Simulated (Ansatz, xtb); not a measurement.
Relaxing a trial structure of C6H2I2OS

The starting geometry of this gas-phase singlet was built from a drawn formula by distance geometry and a force field; its bonds are those of `SC1=Cc2oc(I)c1c2I`.

```xyz
12

C    -1.0766    1.5559   -0.2058
C    -0.5291    2.4259    0.7348
C     0.7734    1.8818    0.7715
C     0.4245   -0.2494    0.4993
C     0.0491    0.6451   -0.5304
C     1.2507    1.4041   -0.4423
I     0.0234   -2.2268    0.6482
I     2.0686    2.5289   -1.9964
O     0.9784    0.5986    1.4815
S    -2.6413    1.5184   -0.7917
H    -2.4889    0.4641   -1.5941
H    -0.9698    3.2312    1.2721
```

Question: Predict what it relaxes into with r2SCAN-D4/def2-SVP.

Answer: A new bond forms, giving a structure given below by its coordinates. Contacts that close: C4–C6 (2.07 → 1.54 Å).

The energy falls by 3.20 eV over 15 steps:

```
step  E − E(last) (eV)
   1             3.201
   3             1.043
   4             0.759
   6             0.293
   7             0.130
   9             0.017
  10             0.003
  12             0.000
  13             0.000
  15             0.000
```

Final geometry (Å):

```yaml
atoms:
  - { symbol: C, position_ang: [-1.3544, 1.7067, -0.1098] }
  - { symbol: C, position_ang: [-0.7211, 2.5106, 0.7732] }
  - { symbol: C, position_ang: [0.5635, 1.7491, 0.7517] }
  - { symbol: C, position_ang: [0.6838, -0.0441, 0.3842] }
  - { symbol: C, position_ang: [-0.2334, 0.7819, -0.4944] }
  - { symbol: C, position_ang: [1.1677, 1.1422, -0.4619] }
  - { symbol: I, position_ang: [1.1420, -2.1013, 0.2970] }
  - { symbol: I, position_ang: [2.6507, 1.6372, -1.9282] }
  - { symbol: O, position_ang: [0.6807, 0.6166, 1.6365] }
  - { symbol: S, position_ang: [-2.9962, 1.6292, -0.6787] }
  - { symbol: H, position_ang: [-2.7341, 0.7587, -1.6801] }
  - { symbol: H, position_ang: [-0.9869, 3.3911, 1.3570] }
```

From the same start GFN2-xTB reaches the same bonding as this run.

The end wasn't checked by frequencies. Atoms past krypton carry core potentials, without spin–orbit terms. Run with Ansatz 0.2.0, 42 s on 8 threads of Arm Neoverse V2, with other jobs on the host.
